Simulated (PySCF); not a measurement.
C2H6ClNSi2, SMILES N[SiH2]C#C[SiH2]Cl. Heavy atoms are numbered as in [SiH2:1]([Cl:2])[C:3]#[C:4][SiH2:5][NH2:6]. Hydrogens are named by the atom that carries them.

The structure is a stationary point at B3LYP-D3(BJ)/def2-SVP. The structure was generated by enumeration, and PubChem lists no compound with its InChIKey, so it may never have been made. One conformer was computed; it need not be the lowest.

These are PySCF with CAM-B3LYP/def2-TZVP values and carry that method's errors.

ESP charges are fitted to the potential on shells at 1.4 to 2.0 van der Waals radii. Atomic charges (e), one atom of each kind:

```tsv
atom	IAO	ESP fit	Mulliken
Si1 (SiH2)	0.88	0.17	0.44
Cl2	-0.33	-0.14	-0.24
C3	___	0.03	-0.19
C4	___	-0.41	-0.15
Si5 (SiH2)	0.96	0.84	0.41
N6 (NH2)	-0.85	-1.10	-0.62
H on Si1	___	0.00	-0.03
H on Si5	___	-0.12	-0.04
H on N6	0.27	0.42	0.24
```

### Question
Fill in the missing entries. (The exact figures need the calculation; the answer reports its results.)

### Answer

- C3, IAO: -0.35
- C4, IAO: -0.32
- H on Si1, IAO: -0.13
- H on Si5, IAO: -0.14

### Question
Give the Mayer and Wiberg (Löwdin basis) orders of the bonds. (Estimate from the structure and the level; the computed values follow.)

### Answer

| bond | Mayer | Wiberg |
|---|---|---|
| Si1–Cl2 | 1.16 | 1.79 |
| Si1–C3 | 0.96 | 1.20 |
| C3–C4 | 2.75 | 2.84 |
| C4–Si5 | 0.86 | 1.13 |
| Si5–N6 | 1.18 | 1.54 |
